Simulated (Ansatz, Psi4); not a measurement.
Input for Psi4:
```
memory 2 GB

molecule mol {
0 1
  Mg    0.193997    0.278208    0.272822
  Cl    1.387431    0.247934   -1.484504
  Cl   -1.524370   -0.444316    1.291924
}

set basis def2-svp
set reference rks
set scf_type pk
set puream true
set d_convergence 1e-8
set dft_radial_points 99
set dft_spherical_points 590

energy('bhhlyp')
print_variables()
```

Q: Give the equivalent Ansatz (a program for electronic structure) input.

A: This is not unique; one that fits is 
Ansatz 0.2 input:
```yaml
crystal:
  periodic: [false, false, false]
  atoms:
    - {symbol: Mg, position_ang: [0.19399681, 0.27820801, 0.27282162]}
    - {symbol: Cl, position_ang: [1.38743119, 0.24793396, -1.48450411]}
    - {symbol: Cl, position_ang: [-1.52437011, -0.44431609, 1.29192414]}
basis:
  gaussian:
    orbitals: def2-SVP
hamiltonian:
  xc: {name: BHLYP}
accuracy: high
```

Both were run: Psi4 gave -1120.270965 Eh and Ansatz -1120.270962 Eh, 0.003 mEh apart.
